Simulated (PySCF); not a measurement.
# 19F chemical shifts

[PySCF: structure optimised with GFN2-xTB; shieldings: GIAO PBE0/pcSseg-1; no relativistic terms; one computed conformer; in vacuum; rapidly exchanging positions averaged]

Shieldings were converted by a linear fit to measured shifts: 19F (scatter 6.0 ppm rms, 7.0 ppm with the 5 outliers that the fit left out vs CFCl3, solution or neat liquid, with a term for F on sp3 carbon). Occasional misses reach two or three times the rms, and more in compound classes unlike the fitted ones.

(1) Give the 19F shifts of `C[C@H](F)C(F)(F)C(=O)Cl`, `FC1=C(Cl)CCCC1`, `N#C[Si@@H]1[SiH2]CC[C@@H]1F`.

(2) Order these by 19F shift, lowest first.
A. C=C(CCl)OC(F)(F)F
B. Cc1ncc(F)s1
C. C[Si@H]([SiH3])/C(C#N)=C\F
D. CN(C)c1ccnnc1F
E. CC[C@H](C)SC(F)(F)F
F. FC(F)(F)c1cc2scc(Cl)c2o1

## Answers

(1) 
| compound | environment | δ (ppm) |
| --- | --- | --- |
| [CH3:1][C@H:2]([F:3])[C:4]([F:5])([F:6])[C:7](=[O:8])[Cl:9] | F5: fluorine of a CF2 group | -109.7 |
| [CH3:1][C@H:2]([F:3])[C:4]([F:5])([F:6])[C:7](=[O:8])[Cl:9] | F6: fluorine of a CF2 group | -119.2 |
| [CH3:1][C@H:2]([F:3])[C:4]([F:5])([F:6])[C:7](=[O:8])[Cl:9] | F3: fluorine on an sp3 carbon | -193.8 |
| FC1=C(Cl)CCCC1 | vinylic fluorine | -100.2 |
| N#C[Si@@H]1[SiH2]CC[C@@H]1F | fluorine on an sp3 carbon | -209.0 |

(2) B (-145.1 ppm, aryl fluorine), D (-95.8 ppm, aryl fluorine), C (-74.1 ppm, vinylic fluorine), F (-64.6 ppm, fluorine of a CF3 group), A (-54.7 ppm, fluorine of an OCF3 group), E (-44.1 ppm, fluorine of an SCF3 group).
